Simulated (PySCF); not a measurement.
Simulated absorption spectrum

Species: C5H9AsO2.
SMILES: `O=CO[C@@H]1CC[AsH]C1`

Computed, not measured: TDDFT PBE0/def2-SVPD, vertical, gas phase, core orbitals frozen in the response (PySCF 2.14.0, density-fitted response routines). The structure is a single PBE0-D3(BJ)/def2-SVP conformer in the gas phase; no vibrational or solvent corrections. Relativistic effects, spin–orbit coupling among them, are left out although an element past zinc is present.

Each state is given a Gaussian of 0.4 eV full width at half maximum, with ε(max) = 2.175×10⁸ f / Δν̃ (Δν̃ the width in cm⁻¹). The width is an assumption, not a result. The curve ends short of the highest state used, and states not computed would add to its high-energy end.

```
λ (nm)  ε (L mol⁻¹ cm⁻¹)
 173.5             10698
 174.9             10618
 176.3              9609
 177.7              7900
 179.2              5767
 180.6              3923
 182.0              2481
 183.4              1519
 184.9               972
 186.3               816
 187.7               917
 189.1              1217
 190.6              1735
 192.0              2393
 193.4              3208
 194.8              4141
 196.2              5113
 197.7              6065
 199.1              6735
 200.5              7083
 201.9              7054
 203.4              6618
 204.8              5912
 206.2              5030
 207.6              4090
 209.1              3130
 210.5              2347
 211.9              1705
 213.3              1205
 214.7               834
 216.2               551
 217.6               368
 219.0               243
 220.4               158
 221.9                98
 223.3                62
 224.7                38
 226.1                23
 227.6                13
 229.0                 8
 230.4                 4
 231.8                 2
 233.2                 1
 234.7                 1
```

(1) Where are the band maxima, and which computed states make them?

(2) On this curve, what absorbance would a 10⁻⁴ mol/L sample give at 222 nm over a 1 cm path?

(3) Coming from long wavelengths, where does ε first pass 100 L mol⁻¹ cm⁻¹?

Results:

(1) 201 nm (6.16 eV), ε about 7100, made up of S2 (44%) and S3 (52%); 174 nm (7.12 eV), ε about 11000, made up of S5 (93%) (ε in L mol⁻¹ cm⁻¹; maxima over ε = 5, shares over 10%). The states used: S1 5.88 eV (f 0.0047); S2 6.13 eV (f 0.047); S3 6.19 eV (f 0.056); S4 6.44 eV (f 0.013); S5 7.10 eV (f 0.149); S6 7.33 eV (f 0.018); S7 7.46 eV (f 0.0052); S8 7.62 eV (f 0.165); S9 7.69 eV (f 0.0027); S10 7.75 eV (f 0.058).

(2) 222 nm is 5.585 eV, where ε is about 95 L mol⁻¹ cm⁻¹, so A = ε c l ≈ 0.0095 (Beer–Lambert, with the gas-phase spectrum and the assumed width).

(3) At about 222 nm (5.59 eV), 0.29 eV below S1.

The vertical ionisation energy (ΔSCF) is 9.15 eV, 1.41 eV above S10.
